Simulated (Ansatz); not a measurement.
**What each rung costs, and what it gives**

Saddle point of SiH$_{4}$BrF, closed shell (SiH₃Br ([SiH3][Br]) + HF → SiH₃F ([F][SiH3]) + HBr; bonds formed: Si1–F7, Br2–H6; bonds broken: Si1–Br2, H6–F7), PBE0-D4/def2-TZVP structure:

Si1  (-0.365, 0.420, -0.311)
Br2  (0.002, -2.100, 0.242)
H3  (-0.823, -0.076, -1.626)
H4  (-1.411, 0.564, 0.715)
H5  (0.228, 1.747, -0.617)
H6  (1.125, -0.790, 0.846)
F7  (1.244, 0.236, 0.752)
(Å)

Barriers are electronic and count from the start structure reached by relaxing down the imaginary mode.

Program: Ansatz 0.2.0. Basis: as named in each row. Cores are frozen in the correlated methods. Filled d shells of the heavier atoms are correlated. The def2 sets are not built for correlating such inner shells, so the correlated values are less sure here. B3LYP uses VWN-RPA correlation. Extrapolation: Hartree–Fock as exp(−7.88 √X), correlation as X^−2.97.

Times are rough, for one single point on 4 threads of a shared host (Arm Neoverse V1).

The estimate by CCSD(T) at an estimated basis limit (MP2 extrapolated from triple and quadruple zeta, plus CCSD(T) − MP2 in triple zeta) is 30.07 kcal/mol.

```csv
method,basis,time (s),barrier (kcal/mol),method less estimate
HF,STO-3G,under 1,39.00,8.93
PBE-D4,STO-3G,under 1,-5.45,-35.52
SPW92,def2-SVP,under 1,11.76,-18.31
PBE-D4,def2-SVP,under 1,18.70,-11.37
B3LYP-D4,6-31G,under 1,23.48,-6.59
SPW92,def2-TZVPP,under 1,16.67,-13.40
PBE0-D4,def2-SVP,under 1,23.65,-6.42
PBE-D4,def2-TZVPP,1,23.28,-6.79
BLYP-D4,def2-TZVPP,1,25.23,-4.84
BHLYP-D4,def2-TZVPP,1,31.33,1.26
PBE0-D4,def2-TZVPP,2,26.89,-3.18
B3LYP-D4,def2-TZVPP,2,27.75,-2.32
CAM-B3LYP-D4,def2-TZVPP,2,27.76,-2.31
CCSD(T),def2-SVP,2,31.14,1.07
RPA on PBE,def2-TZVPP,2,29.68,-0.39
r2SCAN-D4,def2-TZVPP,2,25.02,-5.05
B2PLYP,def2-TZVPP,3,28.89,-1.18
PBE-QIDH,def2-TZVPP,3,29.25,-0.82
wB97M-V,def2-SVP,3,23.07,-7.01
r2SCAN0-D4,def2-TZVPP,3,27.57,-2.50
wB97X-V,def2-TZVPP,4,28.58,-1.49
B97M-V,def2-TZVPP,5,28.31,-1.77
wB97M-V,def2-TZVPP,6,27.04,-3.03
MP2,def2-QZVPP,9,29.31,-0.77
CCSD(T),def2-TZVPP,35,30.40,0.33
```

All methods are single points on the PBE0-D4 structures; a negative value means that the method puts the saddle structure below the start.

T1 diagnostic: at most 0.010.

Labels in which every atom is bracketed show which atoms are joined, not bond orders.
